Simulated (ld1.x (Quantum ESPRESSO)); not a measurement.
## What the settings do to the TM potential of iron (Fe)

Base potential:

iron, norm-conserving Troullier–Martins (Kleinman–Bylander form), made with ld1.x (Quantum ESPRESSO) 7.5 (PBE, scalar-relativistic). Core [Ar], reference 3d6 4s1.75 4p0.25. Waves: 4s (bound): rc 1.65 bohr; 4p (bound): rc 2.80 bohr; 3d (bound): rc 1.60 bohr. Local part: all-electron potential smoothed inside 1.70 bohr (lloc = -1). Core correction: a·sin(br)/r model core, default radius (core density twice the valence density).

All-electron outer shells of the reference configuration (PBE, scalar-relativistic, ld1.x):

```
shell  level (eV)  outermost node (bohr)  outermost maximum (bohr)
   3s      -94.48                   0.33                      0.70
   3p      -60.51                   0.30                      0.72
   3d       -7.96                      –                      0.71
   4s       -5.59                   1.00                      2.41
   4p       -1.55                   1.10                      3.29
```

Cutoffs, loose and tight: the cutoffs (Ry, on a coarse ladder) from which the occupation-weighted sum of valence levels, in a spherical-Bessel basis at the reference potential, stays within 10 and 1 mRy of its value at 400 Ry. They do not see the model core or the augmentation charge, which bear on the density cutoff. Test errors are all-electron minus pseudo excitation energies from the reference, over the configurations 3d6 4s2 4p0; 3d6 4s1 4p0; 3d6 4s0 4p0; 3d6 4s1 4p1; 3d6.5 4s1.5 4p0; 3d7 4s1 4p0; 3d4 4s0 4p0. A dash means not determined; rows that change the core or the reference have their own tests. The largest error is taken over the tests solved by every variant that gives reliable tests at all: 3d4 4s0 4p0; 3d6 4s0 4p0; 3d6 4s1 4p0.

A true bound ghost makes a file unfit for plane-wave use even where its test errors are small: the radial tests pick states by their node count and pass the ghost by.

Cutoffs are not given where the Bessel-basis levels miss the radial ones by over 6 mRy, ghosts where they miss by over 20 mRy; a channel whose overlap is not positive is not tested.

| change | outcome | cutoff, loose | cutoff, tight | bound ghosts | largest test error (meV) |
| --- | --- | --- | --- | --- | --- |
| base | generated | 100 Ry | 160 Ry | s | -1275 |
| local potential the s channel | generated | 100 Ry | 160 Ry | none | -2074 |
| wave 4p (bound): rc 2.80 bohr becomes 4p (bound): rc 2.16 bohr | generated | 100 Ry | 160 Ry | s | -1279 |
| wave 4s (bound): rc 1.65 bohr becomes 4s (bound): rc 1.12 bohr | generated | – | – | not determined | -1453 |
| local potential all-electron potential smoothed inside 1.76 bohr (lloc = -1) | generated | 100 Ry | 160 Ry | none | -1290 |
| all radii but the core radius scaled by about 0.88 (s 1.46, p 2.46, d 1.40 bohr); local potential all-electron potential smoothed inside 1.50 bohr (lloc = -1) | generated | 120 Ry | 200 Ry | s | -1535 |
| reference 3d6 4s1.75 4p0 | generated | 100 Ry | 160 Ry | s | -151 |
